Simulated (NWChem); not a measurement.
Species: CH₄BClOS; SMILES COB(S)Cl

```xyz
9

B     -0.1145    -0.1511     0.0000
Cl    -0.3047    -1.9223     0.0000
O     -1.2386     0.5828     0.0000
C     -1.2487     2.0109     0.0000
H     -0.7508     2.4023    -0.8938
H     -2.2940     2.3253     0.0000
H     -0.7508     2.4023     0.8938
S      1.5429     0.6303     0.0000
H      2.2624    -0.5083     0.0000
```
Atoms are numbered in this order, from 1.

All runs: NWChem. Medium grid unless said otherwise, to which SCAN and Minnesota functionals are sensitive. Coordinates come from a B3LYP/6-31G* (spherical d) optimisation.

Question: Among these, which level gives the highest value of “dipole (D)”?
A. LDA (Slater exchange, VWN5)/def2-SVP
B. M06-2X/def2-SVP
C. KT2/def2-SVP
D. TPSSh/def2-SVP

Answer: B, M06-2X/def2-SVP. Values: KT2/def2-SVP 1.75; LDA (Slater exchange, VWN5)/def2-SVP 1.75; TPSSh/def2-SVP 1.85; M06-2X/def2-SVP 1.91
